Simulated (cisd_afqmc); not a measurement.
Input (AFQMC/CISD/cc-pVTZ; cisd_afqmc is a phaseless AFQMC code with CISD trial states that reads the integrals written by Ansatz):

Ansatz 0.2 input:
```python
import cisd_afqmc

open("ham.yaml", "w").write("""\
crystal:
  periodic: [false, false, false]
  atoms:
    - {symbol: C, position_ang: [-1.32041259, -0.26820716, 0.27446676]}
    - {symbol: C, position_ang: [0.15707066, -0.00497641, 0.32623023]}
    - {symbol: F, position_ang: [0.83166842, -0.93030666, -0.42860939]}
    - {symbol: F, position_ang: [0.43960825, 1.22669037, -0.20694003]}
    - {symbol: H, position_ang: [-1.66139797, -0.22389470, -0.75981533]}
    - {symbol: H, position_ang: [-1.53426630, -1.25574508, 0.68279562]}
    - {symbol: H, position_ang: [-1.85010507, 0.48190472, 0.86136968]}
    - {symbol: H, position_ang: [0.58433093, -0.03061689, 1.33141282]}
basis:
  gaussian:
    orbitals: cc-pVTZ
magnetization: {spin_polarized: false}
correlation: {method: ccsd, electrons: outside_noble_gas, hamiltonian_folder: ham}
""")
rep = cisd_afqmc.ansatz("ham.yaml")
e_ccsd = rep["correlation"]["coupled_cluster"]["energy"]["hartree"]
out = cisd_afqmc.run("ham", e_ccsd, trial="CISD", walkers=1000, populations=1, threads=12, dt=0.005, steps=40, early=24, settle=10, least=100,
    cut=5e-5, rank_cut=2e-4, target=0.0004, seconds=1500, seed=4, memory=62639, gpu=True)
```

Output:

```
orbitals 172, occupied [13], factors 958 of 1031, rank of the doubles 635 of 2067
E(HF) = -277.053964
E(CCSD) on the cut factors = -277.921708, shift to the whole factors -0.000015
Energy of the trial state on the determinant = -277.921703
  tau behind 7.2 of longer steps, mean of the populations' last blocks
   2.0  -277.95368
   4.0  -277.95279
   6.0  -277.95382
   8.0  -277.95209
  10.0  -277.95104
  12.0  -277.95105
  14.0  -277.95339
  16.0  -277.95170
  18.0  -277.95221
  20.0  -277.95124
  22.0  -277.94983
  24.0  -277.95169
  26.0  -277.95087
blocks 124 (0 outliers left out), error by blocks joined: 1: 0.00030, 2: 0.00035, 4: 0.00039, 8: 0.00039
E(AFQMC/CISD) = -277.95179 +/- 0.00039
```
